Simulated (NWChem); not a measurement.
## Atomisation of H3AlCl3N

SMILES: N.[Cl][Al]([Cl])[Cl]
```xyz
8

Al     0.0081     0.0101     0.0000
Cl    -0.5640     0.9676     1.8048
Cl    -0.5640     0.9676    -1.8048
Cl     1.8903    -0.9690     0.0000
N     -1.2394    -1.5710     0.0000
H     -0.7108    -2.4462     0.0000
H     -1.8379    -1.5568    -0.8289
H     -1.8379    -1.5568     0.8289
```
Charge 0, spin multiplicity 1.

The numbers come from NWChem runs, not from measurements. Structure: optimised with PBE0/def2-SVP, a minimum by its harmonic frequencies.

Basis set: def2-TZVP. The atomisation energy is electronic alone: no zero-point, thermal, spin-orbit or counterpoise terms. No value is extrapolated to the basis-set limit. Free atoms are single determinants with multiplicities Al 2, Cl 2, N 4, H 2. Correlated methods freeze the same cores in atoms and molecule, 21 orbitals in all.

| method | atomisation energy (kcal/mol) | relative cost |
|---|---|---|
| BHandHLYP | 616.8 | 1 |
| TPSS | 638.8 | under 3 |
| PBE0 | 636.3 | under 3 |
| B3LYP | 627.8 | under 3 |
| PBE | 642.5 | under 3 |
| HF | 478.1 | under 3 |
| M06-2X | 646.4 | under 3 |
| MP2 | 636.5 | 5 |

The values span 168.3 kcal/mol, from HF (lowest) to M06-2X (highest). The cost column gives rough processor time relative to BHandHLYP; each entry includes its own SCF. Costs are the molecule's.

B3LYP has NWChem's definition, with VWN1-RPA local correlation. The structure started from a generated list of species. No SCF solution was tested for a lower state. Open-shell Hartree-Fock references start from PBE0 orbitals; any time given for them includes that run.
